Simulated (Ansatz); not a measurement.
Reaction (cleavage of the B–Ge bond): `[BH2][GeH]([CH3])[F]` + `CNBN` → `BNBNC` + `[CH3][GeH2][F]`

Isolated molecules relaxed with PBE0-D4/def2-TZVP in Ansatz; ΔE leaves out vibrations. CCSD(T)/CBS adds triple-zeta CCSD(T) − MP2 to the extrapolated MP2 energy (def2 sets, frozen cores). Functionals use def2-TZVPP. B3LYP here is the variant with VWN-RPA as its local correlation; programs differ in this. For Ge outer-core shells are correlated without core-valence functions, which leaves a few kJ/mol of doubt a bond. Scalar relativity is left out up to krypton. One conformer a species, not always the lowest.

```tsv
level	ΔE (kJ/mol)	difference from CCSD(T)/CBS
r2SCAN-D4	-135.2	-1.3
PBE0-D4	-132.8	1.1
ωB97X-V	-133.1	0.8
ωB97M-V	-137.9	-4.0
B2PLYP	-137.1	-3.2
r2SCAN	-134.6	-0.7
PBE0	-131.0	2.9
B3LYP	-134.0	-0.1
MP2/def2-TZVPP	-139.8	-5.9
SCS-MP2/def2-TZVPP	-138.0	-4.1
CCSD/def2-TZVPP	-133.9	0.0
HF/def2-QZVPP	-132.7	1.2
MP2/def2-QZVPP	-138.8	-4.9
SCS-MP2/def2-QZVPP	-137.4	-3.5
HF/CBS(def2)	-132.9	1.0
CCSD/CBS(def2)	-131.3	2.6
CCSD(T)/CBS	-133.9	0
```

Largest T1 diagnostic among the species: 0.013.

The D4 term adds −3.4 kJ/mol with B3LYP and −1.8 kJ/mol with PBE0; it sums over pairs of atoms, weighted by their polarisabilities, and B3LYP, whose exchange is more repulsive, gets the larger term. In def2-TZVPP, CCSD(T) changes the Hartree–Fock value by −5.0 kJ/mol (the triples alone add −2.6 kJ/mol) and MP2 by −8.3 kJ/mol.
